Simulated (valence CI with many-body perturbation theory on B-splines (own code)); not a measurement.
Values are calculated unless marked as measured or tabulated.
Hyperfine factors and g values of Rh29+

Method: configuration interaction combined with many-body perturbation theory (CI+MBPT): six valence electrons over a frozen Dirac-Fock core [Ne], a basis of 9 s, 9 p, 8 d, 6 f, 3 g, 1 h functions for each j, with the one-electron correlation potential Σ1 (screened to all orders), the two-electron term Σ2, the three-electron term Σ3, Breit, model QED; selected single and double excitations, second order for the rest, scaled by the run's own slope (own B-spline code, finite nucleus).

The last digits are not significant, and no measured levels were compared; by estimate large intervals hold to a few tenths of a per cent, small ones and those within an open d or f shell to about a per cent. Among the levels kept, up to 1500 cm⁻¹ of a level comes from second order outside the variational space, and about a tenth of that is noise between levels of different J, which matters for small intervals.

A/g_I is the dipole constant over the nuclear g factor μ/I (μ in nuclear magnetons, uniformly magnetised nucleus), B/Q the quadrupole constant per barn. Both hold the static response of the core; the bare values leave it out. Large factors of s and p1/2 electrons are usually good to 5 to 10 %; those of open d and f shells near neutrality can be off by tens of per cent, and small factors of p3/2, d and f electrons come from cancelling terms and can be off by a factor of two or in sign, in half-filled shells by more. B is blank for J = 1/2, where it vanishes, and for nearly pure S terms. Energies count from the lowest level. Levels with J = 0 are left out.

Levels are named by their leading jj configuration (3d3/2^4 stands for four electrons in 3d with j = 3/2), which in mixed levels can hold well under half, so a name can repeat and another be missing. Letters in brackets count levels of one name in rising energy.

```
                             Level  E (eV)      g  A/g_I (MHz)  A/g_I bare  B/Q (MHz/b)  B/Q bare
        (3s^2 3p1/2^2 3p3/2^2) J=2    0.00  1.377        34400       34400        19800     19300
          (3s^2 3p1/2 3p3/2^3) J=1   30.82  1.498        -7300       -5980       -32600    -31900
          (3s^2 3p1/2 3p3/2^3) J=2   36.52  1.115        79300       77500       -85200    -83300
          (3s 3p1/2^2 3p3/2^3) J=2  111.33  1.485       142000      139000       -51100    -50000
(3s^2 3p1/2^2 3p3/2 3d3/2) J=1 [a]  117.34  1.282       -12900      -11000        -4700     -4770
    (3s^2 3p1/2^2 3p3/2 3d3/2) J=2  121.41  1.051        28300       28300        -9900     -9470
    (3s^2 3p1/2^2 3p3/2 3d3/2) J=3  123.30  1.253        20500       21200        31100     30800
    (3s^2 3p1/2^2 3p3/2 3d5/2) J=4  129.38  1.341        13700       14400        37800     37900
(3s^2 3p1/2^2 3p3/2 3d3/2) J=1 [b]  130.86  1.394       -13600      -11500       -12400    -12300
    (3s^2 3p1/2^2 3p3/2 3d5/2) J=2  135.01  1.325        23500       24000       -27000    -26400
    (3s^2 3p1/2^2 3p3/2 3d5/2) J=3  141.26  1.079        17300       17600        39800     39700
    (3s^2 3p1/2^2 3p3/2 3d5/2) J=1  146.22  0.797        47100       46100        -1230      -931
(3s^2 3p1/2 3p3/2^2 3d3/2) J=1 [a]  147.00  1.062       153000      149000       -16200    -16000
(3s^2 3p1/2 3p3/2^2 3d3/2) J=2 [a]  148.65  0.976        53800       53000       -54000    -52900
(3s^2 3p1/2 3p3/2^2 3d3/2) J=3 [a]  151.61  1.135        46200       45800       -30200    -29500
(3s^2 3p1/2 3p3/2^2 3d5/2) J=3 [a]  155.13  1.276          683        1670        21700     21700
(3s^2 3p1/2 3p3/2^2 3d5/2) J=1 [a]  155.76  0.762        90200       87500        -8060     -7790
(3s^2 3p1/2 3p3/2^2 3d5/2) J=4 [a]  156.39  1.175        31000       31000        15800     16100
(3s^2 3p1/2 3p3/2^2 3d5/2) J=4 [b]  158.52  1.176        23900       24100        42800     42400
(3s^2 3p1/2 3p3/2^2 3d5/2) J=4 [c]  162.59  1.137        40500       40000        -8270     -7310
(3s^2 3p1/2 3p3/2^2 3d3/2) J=2 [b]  163.32  0.925        57300       56600        32800     32500
    (3s^2 3p1/2 3p3/2^2 3d5/2) J=5  164.63  1.196        38300       38100        14200     14900
(3s^2 3p1/2 3p3/2^2 3d5/2) J=1 [b]  170.21  1.378        24600       25300         8090      7860
(3s^2 3p1/2 3p3/2^2 3d5/2) J=2 [a]  173.41  1.240        -1880        -731        44900     44200
(3s^2 3p1/2 3p3/2^2 3d3/2) J=2 [c]  174.39  1.208        29900       29900        20000     19800
(3s^2 3p1/2 3p3/2^2 3d3/2) J=3 [b]  175.26  1.175        19500       19900       -10900    -10000
(3s^2 3p1/2 3p3/2^2 3d5/2) J=3 [b]  177.35  1.152        39800       39500        50000     49600
(3s^2 3p1/2 3p3/2^2 3d5/2) J=2 [b]  179.22  1.107        46600       46100         7150      7020
(3s^2 3p1/2 3p3/2^2 3d3/2) J=1 [b]  179.53  1.342        38900       38400       -18900    -18400
(3s^2 3p1/2 3p3/2^2 3d5/2) J=3 [c]  182.21  1.074        37300       37000         1880      2160
(3s^2 3p1/2 3p3/2^2 3d3/2) J=1 [c]  185.00  1.380        29700       30400          532       635
```

Q: Take the isotope of mass number 103, with I = 1/2, μ = -0.08829 μN. What is the hyperfine structure of (3s^2 3p1/2^2 3p3/2 3d3/2) J=2?

A: From the table A = -5000 MHz. Shifts from the centre of gravity in MHz: F = 3/2: 7500, F = 5/2: -5000.
